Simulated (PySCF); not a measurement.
BH3, SMILES B. Geometry: B3LYP-D3(BJ)/def2-TZVPD. The isomer is the one that the SMILES or the coordinates give; other isomers of the formula were not compared.

TDA-M06-2X/def2-TZVPD in PySCF 2.14.0 puts the lowest singlet excitations at 5.73, 5.73, 9.31, 9.31, 10.77, 11.09 eV.

**Question.** What are the lowest excitation roots from ADC(2)/aug-cc-pVDZ run with PySCF? (Estimate from the structure and the level; the computed values follow.)

**Answer.** 6.27, 6.27, 10.00, 10.00, 10.94, 10.94 eV. S1 differs by 0.55 eV (second minus first; roots are paired by order, and the bases may differ).
